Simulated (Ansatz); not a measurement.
C9H21ClSi (`CC(C)[Si](Cl)(C(C)C)C(C)C`), relaxed with RKS PBE0-D4/def2-TZVP in Ansatz 0.2.0 from a PBE-D4/def2-SVP geometry. The force threshold is 0.005 eV/Å; the program also tests the step.

The species carries charge 0 and has multiplicity 1.

Start:

```xyz
32

C    -2.800   -0.280   -0.835
C    -1.546   -0.832   -0.138
C    -1.746   -0.945    1.385
Si    0.071    0.108   -0.545
Cl   -0.071    0.828   -2.536
C     0.354    1.644    0.550
C    -0.805    2.649    0.443
C     1.705    2.310    0.244
C     1.592   -1.047   -0.537
C     1.956   -1.532    0.876
C     1.442   -2.215   -1.524
H    -2.671   -0.233   -1.934
H    -3.683   -0.919   -0.616
H    -3.044    0.746   -0.490
H    -1.364   -1.858   -0.535
H    -1.952    0.045    1.843
H    -2.615   -1.596    1.622
H    -0.865   -1.372    1.906
H     0.383    1.251    1.594
H    -1.774    2.213    0.759
H    -0.926    3.004   -0.602
H    -0.618    3.540    1.080
H     1.750    2.647   -0.813
H     2.563    1.628    0.413
H     1.862    3.204    0.885
H     2.418   -0.396   -0.905
H     2.088   -0.696    1.594
H     2.905   -2.111    0.866
H     1.176   -2.206    1.289
H     2.379   -2.809   -1.584
H     1.199   -1.859   -2.545
H     0.636   -2.913   -1.210
```

```tsv
step	energy (eV)	largest force (eV/Å)	largest move (Å)
1	-30064.3023	0.522	0.000
2	-30064.4234	0.153	0.035
3	-30064.4350	0.065	0.026
4	-30064.4355	0.017	0.009
5	-30064.4356	0.005	0.004
6	-30064.4356	0.005	0.008
7	-30064.4357	0.005	0.010
8	-30064.4357	0.004	0.010
```

End:

```xyz
32

C    -2.784   -0.269   -0.829
C    -1.530   -0.823   -0.160
C    -1.728   -0.939    1.353
Si    0.066    0.108   -0.563
Cl   -0.067    0.814   -2.523
C     0.345    1.613    0.537
C    -0.793    2.626    0.451
C     1.687    2.280    0.250
C     1.573   -1.028   -0.544
C     1.951   -1.487    0.863
C     1.425   -2.218   -1.487
H    -2.685   -0.235   -1.915
H    -3.651   -0.892   -0.586
H    -3.009    0.746   -0.490
H    -1.365   -1.834   -0.555
H    -1.928    0.037    1.803
H    -2.585   -1.581    1.580
H    -0.859   -1.361    1.863
H     0.371    1.216    1.562
H    -1.753    2.200    0.749
H    -0.902    3.008   -0.568
H    -0.596    3.482    1.105
H     1.730    2.647   -0.779
H     2.530    1.600    0.395
H     1.839    3.139    0.912
H     2.386   -0.397   -0.927
H     2.071   -0.652    1.559
H     2.896   -2.040    0.847
H     1.196   -2.160    1.279
H     2.354   -2.795   -1.530
H     1.179   -1.904   -2.504
H     0.639   -2.900   -1.149
```

Hardware: 11 threads of an AMD EPYC 7R13 on a shared host and a whole NVIDIA H100 80 GB. Wall time 20 s, peak host memory 1.3 GiB.
